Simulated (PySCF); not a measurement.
C₅H₇FO, SMILES C[C@H]1CO/C1=C\F. Atoms are numbered in the order given.

```xyz
14

C     -2.0273    -1.0768     0.0180
C     -1.0705    -0.1003    -0.6505
C     -1.1228     1.3870    -0.2120
O      0.2592     1.3289     0.2252
C      0.3414    -0.0032    -0.1109
C      1.3568    -0.8518     0.0522
F      2.5270    -0.4875     0.6039
H     -2.0021    -0.9656     1.1133
H     -3.0616    -0.9118    -0.3249
H     -1.7569    -2.1172    -0.2213
H     -1.1015    -0.2167    -1.7463
H     -1.8015     1.6023     0.6299
H     -1.2639     2.1333    -1.0093
H      1.3046    -1.8971    -0.2579
```
Charge 0, spin multiplicity 1.

Geometry: B3LYP-D3(BJ)/def2-SVP. The structure was generated by enumeration; whether it is a known compound was not checked.

Calculation: PySCF with SMD-M06-2X/def2-SVP.

Solvation free energies are E(SMD) − E(gas) at the gas-phase geometry, for 1 M in both phases. In vacuum the dipole moment is 3.86 D.

Estimate the solvation free energies in water, tetrahydrofuran, ethylethanoate. (Estimate from the structure and the level; the computed values follow.)


| solvent | ΔG(solv) (kcal/mol) | its non-electrostatic (CDS) part | dipole (D) |
|---|---|---|---|
| water | -3.1 | 4.3 | 4.95 |
| tetrahydrofuran | -5.5 | -0.7 | 4.63 |
| ethylethanoate | -5.5 | -1.0 | 4.59 |
